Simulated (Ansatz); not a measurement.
Reaction: Si2H3 (SMILES [SiH2]=[SiH], doublet) → Si2H3- (SMILES [SiH-]=[SiH2]) (an electron is taken up)
Each species at its own B3LYP-D3(BJ)/def2-TZVP minimum (Ansatz, a program for electronic structure).

Total energies in hartree (Ansatz). UHF or UKS for unpaired electrons; spin-orbit terms are left out. Cores are frozen in correlated methods. No relativity. The restricted determinant of H3Si2- ([SiH-]=[SiH2], singlet) is unstable towards broken spin symmetry in at least one set run. The UHF reference of H3Si2 ([SiH]=[SiH2], doublet) is spin-contaminated (<S^2> up to 0.19 over the pure value in the sets run).

```csv
species,HF/aug-cc-pV(T+d)Z,CCSD(T)/aug-cc-pV(T+d)Z,HF/aug-cc-pV(Q+d)Z,CCSD(T)/aug-cc-pV(Q+d)Z,CCSD(T)/aug-cc-pV(D+d)Z,CCSDT(Q)/aug-cc-pV(D+d)Z
"1: Si2H3 (SMILES [SiH2]=[SiH], doublet)",-579.54741,-579.81390,-579.55252,-579.82934,-579.75881,-579.76120
2: Si2H3- (SMILES [SiH2]=[SiH-]),-579.58152,-579.89665,-579.58655,-579.91333,-579.83775,-579.84033
```

**Question.** Work out the adiabatic electron affinity (electronic), positive where energy is released in eV: take Hartree-Fock from aug-cc-pV(Q+d)Z, extrapolate the CCSD(T) correlation energy as X^-3 (X = 3, 4), and add CCSDT(Q) - CCSD(T) in aug-cc-pV(D+d)Z. 1 hartree = 27.211 eV.

**Answer.** 
Species 1: correlation (64·(-0.27682) - 27·(-0.26649))/37 = -0.28436; step -0.00239; E1 = -579.55252 + (-0.28436) + (-0.00239) = -579.83927
Species 2: correlation (64·(-0.32678) - 27·(-0.31513))/37 = -0.33528; step -0.00258; E2 = -579.58655 + (-0.33528) + (-0.00258) = -579.92441
+1·E1 -1·E2 = 0.08514 hartree = 2.32 eV.
